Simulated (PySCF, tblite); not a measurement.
Isomers of C6H8ClFO. All values are computed: GFN2-xTB (tblite) harmonic vibrations without scaling, gas phase. This tight-binding method is rough: wavenumbers can miss measured ones by several per cent, in bad cases by 10 to 20. One conformer each.

Electronic energies: PBE0/pcSseg-1 single points on the GFN2-xTB geometries (PySCF, gas phase).

```csv
SMILES,"electronic energy, lowest = 0 (kJ/mol)"
FC[C@@H]1C=C[C@H](CCl)O1,30.3
C=C[C@@H](C)[C@H](F)C(=O)Cl,8.6
C[C@@H]1COC=C(Cl)[C@H]1F,0.0
```

Q: How do GFN2-xTB zero-point energies change the relative energies?

A: 
```csv
SMILES,ZPE (kJ/mol),of it from modes above 1550 cm⁻¹,electronic (kJ/mol),"with ZPE, lowest = 0 (kJ/mol)",lowest mode (cm⁻¹),rings
C[C@@H]1COC=C(Cl)[C@H]1F,340.4,153.7,0.0,0.3,69,1
C=C[C@@H](C)[C@H](F)C(=O)Cl,331.5,166.6,8.6,0.0,25,0
FC[C@@H]1C=C[C@H](CCl)O1,336.5,153.7,30.3,26.7,60,1
```

The zero-point energies span 8.9 kJ/mol, from `C=C[C@@H](C)[C@H](F)C(=O)Cl` to `C[C@@H]1COC=C(Cl)[C@H]1F`. With it `C=C[C@@H](C)[C@H](F)C(=O)Cl` becomes the lowest.

Q: And how do the electronic energies of GFN2-xTB itself compare?

A: `C[C@@H]1COC=C(Cl)[C@H]1F` 0.0; `C=C[C@@H](C)[C@H](F)C(=O)Cl` 90.1; `FC[C@@H]1C=C[C@H](CCl)O1` 57.6 kJ/mol, lowest = 0. Against the energies above, taken from the same isomer `C[C@@H]1COC=C(Cl)[C@H]1F`, the largest difference is 81.5 kJ/mol.

Q: What do entropy and thermal enthalpy add at 298.15 K and 1 bar (rigid rotor, harmonic oscillator, one conformer each)?

A: 
| SMILES | point group | symmetry number | S (J/(mol K)) | H − H(0) (kJ/mol) | ZPE + H − H(0) − TS (kJ/mol) |
| --- | --- | --- | --- | --- | --- |
| C[C@@H]1COC=C(Cl)[C@H]1F | C1 | 1 | 386.9 | 25.70 | 250.7 |
| C=C[C@@H](C)[C@H](F)C(=O)Cl | C1 | 1 | 432.1 | 29.86 | 232.5 |
| FC[C@@H]1C=C[C@H](CCl)O1 | C1 | 1 | 397.6 | 25.92 | 243.9 |
